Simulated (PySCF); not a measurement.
Species: C3H7BF3N.
SMILES: `BN(C)CC(F)(F)F`

Torsions of this conformer, `[BH2:1][N:2]([CH3:3])[CH2:4][C:5]([F:6])([F:7])[F:8]`: B1–N2–C4–C5 96°, N2–C4–C5–F6 -50°.

The closed-shell ground state was solved at several levels (PySCF, density fitting, gas phase, non-relativistic). Geometry: GFN2-xTB, one conformer, isolated molecule.

| level | basis functions | total energy (Eh) | HOMO (eV) | LUMO (eV) | gap (eV) | dipole (D) |
| --- | --- | --- | --- | --- | --- | --- |
| B3LYP/pcJ-1 | 286 | -497.7154 | -7.81 | -0.33 | 7.48 | 2.32 |
| PBE0/def2-SVPD | 225 | -496.8327 | -8.08 | -0.25 | 7.83 | 2.33 |

Problem. Estimate the row for PBE0/pcSseg-1, a basis of 171 functions; the other rows only guide the guess.

Solution. Total energy -497.1309 Eh, HOMO -8.04 eV, LUMO -0.10 eV, gap 7.94 eV, dipole 2.32 D.

Problem. Over all these levels, which gives the widest orbital gap and which the narrowest?

Solution. PBE0/pcSseg-1 (global hybrid, 25 % exact exchange) has the widest, 7.94 eV, and B3LYP/pcJ-1 (global hybrid, 20 % exact exchange) the narrowest, 7.48 eV. Functional and basis both differ between the two, so the spread mixes both effects.

Problem. How far do the dipole and the HOMO energy spread over the levels?

Solution. The dipole runs from 2.32 to 2.33 D (mean 2.32 D) and the HOMO from -8.08 to -7.81 eV.
